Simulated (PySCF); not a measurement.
# Correlation energy of K⁺ (potassium, charge +1)

[Ar], closed-shell 1S. Computed with PySCF 2.14 in 6-31G*, with no relativity, point nucleus. Frozen: [Ne] 3s2; 6 electrons correlated.

Total MP2 correlation energy: -109.19 mhartree.

Same-spin part -34.25 and opposite-spin part -74.95 mhartree; SCS-MP2 scales them by 1/3 and 6/5 to -101.35 mhartree.

```csv
level,correlation energy (mhartree)
CCSD,-124.33
(T),-0.06
CCSD(T),-124.39
```

Diagnostics: T1 = 0.0026, D1 = 0.0037, largest double amplitude 0.029.

**Question.** Is a single reference adequate?

**Answer.** Yes: T1 lies below 0.03 and no double amplitude reaches 0.07.
